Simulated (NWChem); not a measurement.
## Basis-set convergence for H₅AlSi

SMILES: [AlH2][SiH3]
```xyz
7

Al     0.0311    -0.6142    -1.1574
H     -1.2943    -0.7431    -2.0255
H      1.3830    -1.2183    -1.7347
Si    -0.0254     0.5365     1.0222
H     -0.0428     2.0216     0.8151
H      1.1607     0.2223     1.8780
H     -1.2556     0.1912     1.8024
```
Charge 0, spin multiplicity 1.

Program: NWChem. Structure: optimised with B3LYP/def2-SVP, a minimum by its harmonic frequencies.

Quantity: vertical ionisation energy at the level ΔB3LYP (Δ: difference of total energies, the cation a doublet at the parent's geometry; it is the state that the SCF runs reached, from PBE0 orbitals for Hartree-Fock references, and need not be the lowest).

B3LYP has NWChem's definition, with VWN1-RPA local correlation. The Pople sets run with spherical d functions. The structure started from a generated list of species. The stability of the SCF solutions was not checked.

Relative cost: rough, from shared machines, SCF included, STO-3G = 1.

```tsv
basis	functions	vertical ionisation energy (eV)	relative cost
STO-3G	23	7.52	1
3-21G	36	9.87	under 3
6-31G*	46	9.70	under 3
cc-pVDZ	61	9.70	4
6-311G**	82	9.74	under 3
6-311++G**	95	9.74	3
aug-cc-pVDZ	99	9.72	20
pcseg-2	138	9.72	6
cc-pVTZ	138	9.70	10
def2-TZVPP	154	9.70	8
```

Smallest basis within 0.1 eV of def2-TZVPP, the largest set run: 6-31G*, with 46 functions against 154 and about 20 % of the time (also within reach: cc-pVDZ, 6-311G**, 6-311++G**, aug-cc-pVDZ, pcseg-2, cc-pVTZ). def2-TZVPP isn't the basis-set limit itself, and a small set can land close by cancellation.
